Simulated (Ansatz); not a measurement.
PBE exchange is replaced step by step with exact exchange (0 % is PBE, 25 % PBE0; no dispersion term), basis def2-TZVPD, Ansatz. System: Rh₄⁻. Total charge -1; doublet. Geometry: r2SCAN-D4/def2-SVPD.

Geometry of the doublet:

```xyz
4

Rh   -1.200    0.747    0.822
Rh    1.036    1.223    0.410
Rh   -1.049   -1.228   -0.398
Rh    1.213   -0.741   -0.835
```

In the def2 sets Rh takes a core potential; there is no spin–orbit coupling. At PBE-D4/def2-TZVPD, PBE with 5 % exact exchange/def2-TZVPD, PBE with 10 % exact exchange/def2-TZVPD, PBE with 15 % exact exchange/def2-TZVPD and others the charge -1 doublet is spin-contaminated (final ⟨S²⟩ up to 3.80, 0.75 for a pure state). At PBE-D4/def2-TZVPD, PBE with 5 % exact exchange/def2-TZVPD, PBE with 10 % exact exchange/def2-TZVPD, PBE with 15 % exact exchange/def2-TZVPD the highest occupied level of the charge -1 doublet lies above zero (up to 0.46 eV). It is a level of β spin, whose loss leaves a triplet; that state wasn't run at this geometry and level. The electron is either unbound and held by the finite basis, or the level is raised by self-interaction error. The geometry of the doublet was relaxed on an unsound state (⟨S²⟩ 2.96, where a pure state has 0.75). The order of the spin states hangs on the level: the quartet lies 0.13 eV below the doublet at PBE-D4/def2-TZVPD, but 0.03 eV above it at PBE0-D4/def2-TZVPD. The doublet is doubtful at PBE-D4/def2-TZVPD (⟨S²⟩ 2.37, where a pure state has 0.75). The quartet is doubtful at PBE-D4/def2-TZVPD (⟨S²⟩ 4.30, where a pure state has 3.75). The doublet is doubtful at PBE0-D4/def2-TZVPD (⟨S²⟩ 3.06, where a pure state has 0.75). The quartet is doubtful at PBE0-D4/def2-TZVPD (⟨S²⟩ 4.61, where a pure state has 3.75). Another isomer (doublet) lies 0.25 eV lower at PBE0-D4/def2-TZVPD.

HOMO and LUMO are taken over both spins.

```tsv
exact exchange (%)	HOMO (eV)	LUMO (eV)	gap (eV)	⟨S²⟩
0	0.46	0.61	0.15	2.368
5	0.38	0.82	0.44	2.466
10	0.23	0.97	0.74	2.621
15	0.09	1.10	1.00	2.778
25	-0.16	1.46	1.62	3.060
35	-0.33	1.84	2.17	3.506
50	-0.35	2.24	2.59	3.801
```
